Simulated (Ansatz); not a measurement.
Species: GaF2, charge 0, doublet. GaF2 (SMILES [F][Ga][F], doublet).
B3LYP-D3(BJ)/def2-TZVP minimum from Ansatz (a first-principles code):
```
Ga
F 1 1.7703
F 1 1.7703 2 117.20
```
Charge 0, spin multiplicity 2.

Hartree-Fock and MP2 correlation energies in hartree (Ansatz). UHF or UKS for unpaired electrons; spin-orbit terms are left out. Cores are frozen in correlated methods (noble-gas shells, and filled d and f shells in the p block). No relativity. The spin of F2Ga ([F][Ga][F], doublet) was assumed, and the state is the lowest solution found for it.

| basis | X | E(HF) | E(corr, MP2) |
|---|---|---|---|
| cc-pVTZ | 3 | -2122.30338 | -0.56821 |
| cc-pVQZ | 4 | -2122.32699 | -0.62077 |
| cc-pV5Z | 5 | -2122.33176 | withheld |

Problem. Fit E(corr) = E∞ + A/X³ to X = 3 and 4, predict X = 5, and compare with the run.

Solution. A = (-0.56821 - (-0.62077))/(1/27 - 1/64) = 2.4547; E∞ = -0.62077 - A/64 = -0.65912; at X = 5, E∞ + A/125 = -0.63949. The run gave -0.64315, 3.66 mEh below the prediction. The same form on X = 4 and 5 gives E∞ = -0.66663, 7.51 mEh below the first estimate.
